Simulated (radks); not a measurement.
Values are calculated unless marked as measured or tabulated.
Valence configurations of the titanium ion Ti+ (all share [Ar]). Code: a radial shooting solver on a logarithmic mesh with Libxc functionals. Model: Dirac Kohn-Sham, PBE, spin-unpolarised, spherical densities, finite nucleus; open shells are shared between the two j in proportion to 2j + 1; Fermi nuclear charge, rms radius 3.5921 fm. Energies are relative to 3d2 4s1; eigenvalues in eV.

valence          E (eV)  e(3d3/2)  e(3d5/2)  e(4p1/2)  e(4p3/2)  e(4s1/2)
3d2.5 4s0.5      -0.224    -9.566    -9.522         -         -    -9.625
3d2 4s1           0.000   -11.398   -11.349         -         -   -10.350
3d3               0.048    -8.050    -8.009         -         -         -
3d1.5 4s1.5       0.834   -13.519   -13.466         -         -   -11.130
3d2.5 4p0.5       1.554   -10.115   -10.070    -6.436    -6.394         -
3d1 4s2           2.397   -15.902   -15.845         -         -   -11.935
3d1.5 4s1 4p0.5   2.827   -14.081   -14.027    -7.491    -7.439   -11.458
3d2 4p1           3.776   -12.505   -12.455    -7.249    -7.202         -
3d1 4s1 4p1       6.638   -17.007   -16.948    -8.317    -8.258   -12.552
3d1 4p2          10.943   -18.067   -18.008    -8.824    -8.762         -

NIST lists [Ar] 3d2 4s1 as the ground configuration; this level of theory puts 3d2.5 4s0.5 lower, by 0.224 eV. The energies are those of spherical spin-averaged densities, not of single terms.
